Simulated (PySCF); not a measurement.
## A run with a changed setting

The sound run of Au3 (doublet) uses PySCF 2.14.0, UKS TPSS, Au def2-SVP with ECP60; non-relativistic Hamiltonian with scalar-relativistic core potentials where named; density fitting; no spin-orbit coupling, grid (50, 194), threshold 1e-8 and 55 cycles at the relaxed geometry. This run, with dm0 from free metal ions and neutral atoms, differs:

```python
mol = gto.M(atom='''
Au     1.46188     0.00407     0.00000
Au    -0.73549     1.45514    -0.00000
Au    -0.72640    -1.45921     0.00000''',
    basis={'Au': 'def2-SVP'},
    ecp={'Au': 'def2-SVP'},
    charge=4, spin=1)
mf = dft.UKS(mol, xc='TPSS')
mf.grids.atom_grid = (50, 194)
mf = mf.density_fit()  # fitting sets: Au def2-universal-JKFIT
mf.conv_tol = 1e-08; mf.max_cycle = 67
mf.kernel(dm0)
mf.nuc_grad_method().kernel()
```

**Question.** What was changed, and how did it end?

**Answer.** The charge was changed. It converged in 20 cycles, largest force component 3.35 eV/Å. The cycle limit differs too. These settings are unsound on purpose: the numbers aren't the compound's.
```
init E= -399.157344160055
cycle= 1 E= -403.758174419003  delta_E= -4.6  |g|= 1.27  |ddm|= 3.08
cycle= 2 E= -402.718043126133  delta_E= 1.04  |g|= 1.95  |ddm|= 3.66
cycle= 3 E= -403.266050329301  delta_E= -0.548  |g|= 1.23  |ddm|= 3.33
cycle= 4 E= -404.370861277626  delta_E= -1.1  |g|= 0.409  |ddm|= 3.12
cycle= 5 E= -403.335023832144  delta_E= 1.04  |g|= 1.19  |ddm|= 2.54
...
cycle= 18 E= -404.5042028702  delta_E= 3.67e-07  |g|= 0.000657  |ddm|= 0.00661
cycle= 19 E= -404.504203315094  delta_E= -4.45e-07  |g|= 2.36e-05  |ddm|= 0.00558
cycle= 20 E= -404.504203315561  delta_E= -4.67e-10  |g|= 1.76e-05  |ddm|= 0.000267
Extra cycle  E= -404.50420330051  delta_E= 1.51e-08  |g|= 0.000148  |ddm|= 0.000355
converged SCF energy = -404.50420330051  <S^2> = 0.87688546  2S+1 = 2.1230972
```

Started from ions, an open shell can land on another state than the sound run's, and that then enters the shifts.

Run from Python with OMP_NUM_THREADS=2; the lines above give its settings.
It took 7 s on 2 threads of Arm Neoverse V2, on a shared host.

No frequency check is given that shows the relaxed geometry to be a minimum. Open shells may have lower solutions than the one found.
